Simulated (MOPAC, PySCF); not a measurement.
H16Ge5Si2, SMILES `[GeH2]([SiH3])[GeH2][GeH2][GeH2][GeH2][SiH3]`, neutral singlet in the gas phase. 

Z-matrix (Å, degrees):
```
Ge
H 1 1.5407
H 1 1.5408 2 107.35
Ge 1 2.4226 2 109.15 3 118.28
H 4 1.5408 1 109.38 2 177.51
H 4 1.5408 5 107.32 1 118.42
Ge 1 2.4227 2 109.26 3 -118.14
H 7 1.5407 1 109.42 2 -63.20
H 7 1.5408 8 107.35 1 118.45
Ge 7 2.4243 8 109.54 9 118.74
H 10 1.5401 7 108.76 8 63.03
H 10 1.5401 11 107.40 7 -117.43
Si 10 2.3799 11 110.35 12 -120.35
H 13 1.4946 10 109.40 11 -179.21
H 13 1.4948 14 108.73 10 -119.43
H 13 1.4953 14 108.90 15 -118.52
Ge 4 2.4244 5 109.44 6 118.67
H 17 1.5401 4 108.77 5 61.28
H 17 1.5402 18 107.42 4 -117.55
Si 17 2.3798 18 110.40 19 -120.37
H 20 1.4947 17 109.34 18 -178.22
H 20 1.4950 21 108.73 17 -119.39
H 20 1.4953 21 108.89 22 -118.53
```
Charge 0, spin multiplicity 1.

All levels are single points at this geometry (r2SCAN-D4/def2-SVP); Pople sets use spherical d functions. Orbital energies aren't observables, and empty levels follow the basis.

B3LYP/3-21G in PySCF gives HOMO (eV) = -6.83.

Q: Estimate the HOMO (eV) from each of these levels: PBE-D3(BJ)/def2-TZVP in PySCF; r2SCAN-D4/def2-TZVP in PySCF; B3LYP/6-31G* in PySCF; B3LYP/LANL2DZ in PySCF; M06-2X/6-31G* in PySCF; SVWN5/6-31G* in PySCF; HF/STO-3G in PySCF; AM1 in MOPAC.

A: 
| level | HOMO (eV) |
|---|---|
| PBE-D3(BJ)/def2-TZVP in PySCF | -6.16 |
| r2SCAN-D4/def2-TZVP in PySCF | -6.39 |
| B3LYP/6-31G* in PySCF | -6.69 |
| B3LYP/LANL2DZ in PySCF | -7.00 |
| M06-2X/6-31G* in PySCF | -7.81 |
| SVWN5/6-31G* in PySCF | -6.10 |
| HF/STO-3G in PySCF | -6.89 |
| AM1 in MOPAC | -10.24 |
